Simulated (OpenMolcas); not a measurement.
**N+: input and output**

Input:

```
&GATEWAY
Coord
1

N 0.0 0.0 0.0
Basis=ANO-R2
Group=XYZ
NoMove
AngMom=0.0 0.0 0.0
AMFI
&SEWARD
&RASSCF
FileOrb=start.orb
Symmetry=1
Spin=3
nActEl=4 0 0
Inactive=1 0
Ras2=1 3
CIRoot=6 6 1
SDav=6
CIMx=300
Iter=120 100
PrWF=0.3
OrbListing=Nothing
MaxOrb=0
Atom
>>> COPY $Project.JobIph JOB001
&RASSCF
FileOrb=start.orb
Symmetry=1
Spin=1
nActEl=4 0 0
Inactive=1 0
Ras2=1 3
CIRoot=6 6 1
SDav=12
CIMx=300
Iter=120 100
PrWF=0.3
OrbListing=Nothing
MaxOrb=0
Atom
>>> COPY $Project.JobIph JOB002
&RASSCF
FileOrb=start.orb
Symmetry=2
Spin=5
nActEl=4 0 0
Inactive=1 0
Ras2=1 3
CIRoot=1 1 1
SDav=1
CIMx=300
Iter=120 100
PrWF=0.3
OrbListing=Nothing
MaxOrb=0
Atom
>>> COPY $Project.JobIph JOB003
&RASSCF
FileOrb=start.orb
Symmetry=2
Spin=3
nActEl=4 0 0
Inactive=1 0
Ras2=1 3
CIRoot=9 9 1
SDav=9
CIMx=300
Iter=120 100
PrWF=0.3
OrbListing=Nothing
MaxOrb=0
Atom
>>> COPY $Project.JobIph JOB004
&RASSCF
FileOrb=start.orb
Symmetry=2
Spin=1
nActEl=4 0 0
Inactive=1 0
Ras2=1 3
CIRoot=8 8 1
SDav=8
CIMx=300
Iter=120 100
PrWF=0.3
OrbListing=Nothing
MaxOrb=0
Atom
>>> COPY $Project.JobIph JOB005
&RASSI
NrOfJobIphs=5 6 6 1 9 8
1 2 3 4 5 6
1 2 3 4 5 6
1
1 2 3 4 5 6 7 8 9
1 2 3 4 5 6 7 8
IphNames
JOB001
JOB002
JOB003
JOB004
JOB005
EJob
SpinOrbit
DIPRint=1.0
SOCoupling=1000.0
Subsets=2
MEES
Property=10
'ANGMOM' 1 'ANGMOM' 2 'ANGMOM' 3 'MLTPL  1' 1 'MLTPL  1' 2 'MLTPL  1' 3
'AMFI' 1 'AMFI' 2 'AMFI' 3 'MLTPL  2' 6
SOProperty=3
'ANGMOM' 1 'ANGMOM' 2 'ANGMOM' 3
```

Launched by
```bash
OMP_NUM_THREADS=1 MOLCAS_MEM=1689 MOLCAS_PROJECT=a pymolcas a.inp > a.log  # once for each step of the input, in one work folder
```

A driver script runs the steps one by one and writes start.orb anew before each from the orbitals found so far.

Output, cut to the results:

```
--- SEWARD ---
Basis set label: N.ANO-R...4S4P2D1F.

      Electronic valence basis set:
      ------------------
      Associated Effective Charge   7.000000 au
      Associated Actual Charge      7.000000 au
      Nuclear Model: Finite nucleus - Gaussian distribution
        Gaussian exponent, Xi/bohr**(-2):  6.28656E+08

      Shell  nPrim  nBasis  Cartesian Spherical Contaminant
         s      13       4        X
         p       8       4        X
         d       4       2                 X
         f       3       1                 X
                  Relativistic X2C integrals
                  Atomic mean-field integrals
--- RASSCF ---
Wave function specifications:
      -----------------------------

      Number of closed shell electrons           2
      Number of electrons in active shells       4
      Max number of holes in RAS1 space          0
      Max nr of electrons in RAS3 space          0
      Number of inactive orbitals                1
      Number of active orbitals                  4
      Number of secondary orbitals              28
      Spin quantum number                      1.0
      State symmetry                             1
Orbital specifications:
      -----------------------

      Symmetry species                           1   2
                                                ag  au
      Frozen orbitals                            0   0
      Inactive orbitals                          1   0
      Active orbitals                            1   3
      RAS1 orbitals                              0   0
      RAS2 orbitals                              1   3
      RAS3 orbitals                              0   0
      Secondary orbitals                        12  16
      Deleted orbitals                           0   0
      Number of basis functions                 14  19
      Number of CSFs                             6
      Number of root(s) required                 6
      Iter CI   SX   CI       RASSCF       Energy    max ROT     max BLB   max BLB  Level Ln srch  Step   QN
          iter iter root      energy       change     param      element    value   shift minimum  type update
 Nr of preliminary CI iterations:   1
        1   1    2    0   -53.40358594    0.00E+00  -1.75E-07    1   2 1  7.04E-07   0.00   0.00    SX    NO
        2   1    2    0   -53.40358594   -1.71E-13  -2.86E-08    1   2 1  1.14E-07   0.00   0.00    SX    NO
        3   1    1    0   -53.40358594   -2.13E-14   0.00E+00    1   2 1  4.78E-08   0.00   0.00    SX    NO
        4   1    1    0   -53.40358594    0.00E+00   0.00E+00    1   2 1  4.78E-08   0.00   0.00    SX    NO
      Convergence after  4 iterations
        5   1    1    0   -53.40358594   -7.11E-15   0.00E+00    1   2 1  4.78E-08   0.00   0.00    SX    NO
      Natural orbitals and occupation numbers for root  1
      sym 1:   1.960524
      sym 2:   1.000000   0.039476   1.000000
      Natural orbitals and occupation numbers for root  2
      sym 1:   1.960524
      sym 2:   1.000000   1.000000   0.039476
      Natural orbitals and occupation numbers for root  3
      sym 1:   1.960524
      sym 2:   0.039476   1.000000   1.000000
::    RASSCF root number  1 Total energy:    -53.93712920
::    RASSCF root number  2 Total energy:    -53.93712920
::    RASSCF root number  3 Total energy:    -53.93712920
::    RASSCF root number  4 Total energy:    -52.87004268
::    RASSCF root number  5 Total energy:    -52.87004268
::    RASSCF root number  6 Total energy:    -52.87004268
--- RASSCF ---
Wave function specifications:
      -----------------------------

      Number of closed shell electrons           2
      Number of electrons in active shells       4
      Max number of holes in RAS1 space          0
      Max nr of electrons in RAS3 space          0
      Number of inactive orbitals                1
      Number of active orbitals                  4
      Number of secondary orbitals              28
      Spin quantum number                      0.0
      State symmetry                             1
Orbital specifications:
      -----------------------

      Symmetry species                           1   2
                                                ag  au
      Frozen orbitals                            0   0
      Inactive orbitals                          1   0
      Active orbitals                            1   3
      RAS1 orbitals                              0   0
      RAS2 orbitals                              1   3
...
--- RASSI ---
SPIN-FREE ENERGIES:
  (Shifted by EMIN (a.u.) =        -53.9371292015)

 SF State       Relative EMIN(au)   Rel lowest level(eV)    D:o, cm**(-1)      L_eff

     1             0.0000000000        0.0000000000              0.0000         1.0
     2             0.0000000000        0.0000000000              0.0000         1.0
     3             0.0000000000        0.0000000000              0.0000         1.0
     7             0.0793185114        2.1583666515          17408.4011         2.0
     8             0.0793185114        2.1583666515          17408.4011         2.0
     9             0.0793185114        2.1583666515          17408.4011         2.0
    10             0.0793185114        2.1583666515          17408.4011         2.0
    11             0.0793185114        2.1583666515          17408.4011         2.0
    12             0.1393385541        3.7915952159          30581.2778         0.0
    13             0.1621492171        4.4123049772          35587.6397         0.0
    14             0.4354524416       11.8492645791          95570.7641         2.0
    15             0.4354524416       11.8492645791          95570.7641         2.0
    16             0.4354524416       11.8492645791          95570.7641         2.0
    17             0.4354524416       11.8492645791          95570.7641         2.0
    18             0.4354524416       11.8492645791          95570.7641         2.0
    19             0.5146880041       14.0053740757         112960.9600         1.0
    20             0.5146880041       14.0053740757         112960.9600         1.0
    21             0.5146880041       14.0053740757         112960.9600         1.0
    23             0.7307668580       19.8851792301         160384.7868         2.0
    24             0.7307668580       19.8851792301         160384.7868         2.0
    25             0.7307668580       19.8851792301         160384.7868         2.0
...
```

Levels above the lowest, from the spin-orbit matrix, grouped by J:

```tsv
Configuration	Term	J	E (eV)	Measured (eV)	Term weight %
2s² 2p²	³P	0	0.0000	0.0000	100
2s² 2p²	³P	1	0.0055	0.0060	100
2s² 2p²	³P	2	0.0163	0.0162	100
2s² 2p²	¹D	2	2.1693	1.8990	100
2s² 2p²	¹S	0	3.8026	4.0529	100
2s 2p³	⁵S°	2	4.4232	5.8005	100
2s 2p³	³D°	2	11.8601	11.4375	100
2s 2p³	³D°	1	11.8601	11.4377	100
2s 2p³	³D°	3	11.8602	11.4359	100
2s 2p³	³P°	0	14.0163	13.5420	100
2s 2p³	³P°	1	14.0163	13.5411	100
2s 2p³	³P°	2	14.0163	13.5412	100
2s 2p³	¹D°	2	19.8961	17.8770	100
2s 2p³	³S°	1	20.7873	19.2333	100
2s 2p³	¹P°	1	22.0053	20.6763	100
```

Against the 14 measured excited levels shown (NIST Handbook of Basic Atomic Spectroscopic Data) the mean absolute deviation is 5500 cm-1; the largest miss in energy is 2s 2p³ ¹D°₂: computed 19.8961, measured 17.8770 eV (+11.3 %), and the largest in proportion 2s 2p³ ⁵S°₂ (-23.7 %).

Without dynamic correlation excited terms often stand tens of per cent too high (terms of higher spin than the ground term too low), and those without a measured partner can miss by more than the paired ones. Computed and measured levels are paired by configuration, term and J; levels that our copy of the source lacks, or whose pairing is in doubt (as where it misses far off the trend of its configuration), stay unpaired and out of the deviations. Levels of configurations outside the active space are missing. The first state left out of the spin-orbit step lies near 250000 cm-1 above the lowest spin-free state of the reference (among the parities and spins computed), and the list stops at four fifths of that energy or lower.

The term weight is that of the spin-free term in the level, not the purity of its configuration. ° marks odd parity.
